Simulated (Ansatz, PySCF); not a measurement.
Reaction R1 + 2 R2 → P1 + P2, each structure at its B3LYP-D3(BJ)/def2-TZVP stationary point, reached from a drawn start (curvature not checked).
P1: AlH3O3 (SMILES [OH][Al]([OH])[OH]), charge 0, multiplicity 1.
R1: AlHO (SMILES [OH][Al]), charge 0, multiplicity 1.
P2: H2 (SMILES [H][H]), charge 0, multiplicity 1.
R2, H2O (SMILES O) (charge 0, multiplicity 1, Z-matrix in Å and degrees):
```
O
H 1 0.9627
H 1 0.9627 2 105.24
```

P less R. No zero-point or thermal terms. One arrangement of each flexible species, with no search for the lowest.

Frozen-core correlation throughout. CBS(a, b) extrapolates the correlation energy as X⁻³ and adds the Hartree–Fock energy of set b.

Programs: Ansatz (an electronic-structure program); PySCF for the D3/D4 terms. Each number belongs to the level named beside it.

```json
[
 {"level": "revPBE-D3(BJ)/def2-TZVPP", "reaction energy (kcal/mol)": "-67.83"},
 {"level": "r2SCAN/def2-TZVPP", "reaction energy (kcal/mol)": "-79.51"},
 {"level": "PBE0-D3(BJ)/def2-TZVPP", "reaction energy (kcal/mol)": "-71.29"},
 {"level": "PBE0-D4/def2-TZVPP", "reaction energy (kcal/mol)": "-71.58"},
 {"level": "SCS-MP2/cc-pV(T+d)Z", "reaction energy (kcal/mol)": "-79.06"},
 {"level": "CCSD/cc-pV(D+d)Z", "reaction energy (kcal/mol)": "-68.93"},
 {"level": "CCSD/cc-pV(Q+d)Z", "reaction energy (kcal/mol)": "-75.45"},
 {"level": "CCSD(T)/cc-pV(T+d)Z", "reaction energy (kcal/mol)": "-75.63"},
 {"level": "CCSD(T)/CBS(cc-pV(T+d)Z, cc-pV(Q+d)Z)", "reaction energy (kcal/mol)": "[?]"}
]
```

Some entries are withheld; supply them.


- CCSD(T)/CBS(cc-pV(T+d)Z, cc-pV(Q+d)Z), reaction energy (kcal/mol): -76.66
